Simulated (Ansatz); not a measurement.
Reaction: C2H5N (N-methylmethanimine, SMILES CN=C) → C2H4N (SMILES [CH2]N=C, doublet) + H (doublet) (the C-H bond breaks)
Each species at its own B3LYP-D3(BJ)/def2-TZVP minimum (Ansatz, a first-principles code).

Total energies in hartree (Ansatz). Radicals and triplets start from unrestricted determinants; spin-orbit coupling is neglected. Cores are frozen in correlated methods. No relativity. For partners of very few electrons the exact lower level stands in for a higher one. The UHF reference of C2H4N ([CH2]N=C, doublet) is spin-contaminated (<S^2> up to 0.21 over the pure value in the sets run).

```csv
species,HF/cc-pVTZ,CCSD(T)/cc-pVTZ,HF/cc-pVQZ,CCSD(T)/cc-pVQZ,CCSD(T)/cc-pVDZ,CCSDT(Q)/cc-pVDZ
"1: C2H5N (N-methylmethanimine, SMILES C=NC)",-133.11122,-133.70668,-133.12062,-133.74681,-133.56739,-133.56925
"2: C2H4N (SMILES [CH2]N=C, doublet)",-132.50575,-133.05436,-132.51495,-133.09332,-132.92096,-132.92348
3: H (doublet),-0.49981,-0.49981,-0.49995,-0.49995,-0.49928,-0.49928
```

**Question.** Work out the bond dissociation energy (electronic) in kcal/mol: take Hartree-Fock from cc-pVQZ, extrapolate the CCSD(T) correlation energy as X^-3 (X = 3, 4), and add CCSDT(Q) - CCSD(T) in cc-pVDZ. 1 hartree = 627.51 kcal/mol.

**Answer.** 
Species 1: correlation (64·(-0.62619) - 27·(-0.59546))/37 = -0.64861; step -0.00186; E1 = -133.12062 + (-0.64861) + (-0.00186) = -133.77109
Species 2: correlation (64·(-0.57837) - 27·(-0.54861))/37 = -0.60009; step -0.00252; E2 = -132.51495 + (-0.60009) + (-0.00252) = -133.11756
Species 3: correlation (64·(0.00000) - 27·(0.00000))/37 = 0.00000; step +0.00000; E3 = -0.49995 + (0.00000) + (+0.00000) = -0.49995
-1·E1 +1·E2 +1·E3 = 0.15358 hartree = 96.4 kcal/mol.
